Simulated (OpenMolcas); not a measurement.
Ionisation energies of titanium

```
Program             : OpenMolcas 26.06
Basis               : ANO-RCC-VTZP [6s5p3d2f1g]
Scalar Hamiltonian  : DKH2, point nucleus
Spin-orbit coupling : state interaction with AMFI integrals over the reference wave functions, term energies averaged over their components
```

Active shells in each charge state: the valence d, s shells, with orbitals averaged over the low states. Where CASPT2's correlated closed shells are named, they are those of the first ion.

A. CASSCF
B. SS-CASPT2, IPEA 0.25 Eh, imaginary shift 0.1 Eh (closed shells correlated: 3s 3p)
C. MS-CASPT2, IPEA 0.25 Eh, imaginary shift 0.1 Eh (closed shells correlated: 3s 3p)
D. SS-CASPT2, IPEA 0.25 Eh, imaginary shift 0.1 Eh (closed shells correlated: 2s 2p 3s 3p)
E. MS-CASPT2, IPEA 0 Eh, imaginary shift 0.1 Eh (closed shells correlated: 3s 3p)
F. MS-CASPT2, IPEA 0.25 Eh, imaginary shift 0.1 Eh (closed shells correlated: 2s 2p 3s 3p)

Energies in eV between the lowest computed levels, named as in B; reference values from the NIST Atomic Spectra Database with their kind.

```tsv
From	To	A	B	C	D	E	F	Spin-orbit share in B	Reference
Ti 3d² 4s² ³F₂	Ti+ 3d² 4s ⁴F_3/2	5.062	6.607	6.607	6.609	6.785	6.609	-0.003	6.828 (measured)
Ti+ 3d² 4s ⁴F_3/2	Ti2+ 3d² ³F₂	12.693	13.672	13.672	13.677	13.743	13.677	-0.005	13.575 (measured)
```

Other lowest levels: A, Ti 3d³ 4s ⁵F₁ to 3d² 4s ⁴F_3/2.

Error against the reference values, in %:

```json
{"From": "Ti", "Reference": "measured", "A": "-25.9", "B": "-3.2", "C": "-3.2", "D": "-3.2", "E": "-0.6", "F": "-3.2"}
{"From": "Ti+", "Reference": "measured", "A": "-6.5", "B": "+0.7", "C": "+0.7", "D": "+0.8", "E": "+1.2", "F": "+0.8"}
```

Mean absolute error over the 2 measured values: A 1.32 eV, B 0.16 eV, C 0.16 eV, D 0.16 eV, E 0.11 eV, F 0.16 eV. E lies closest.

The lowest level within the active space need not be the ion's true ground level.
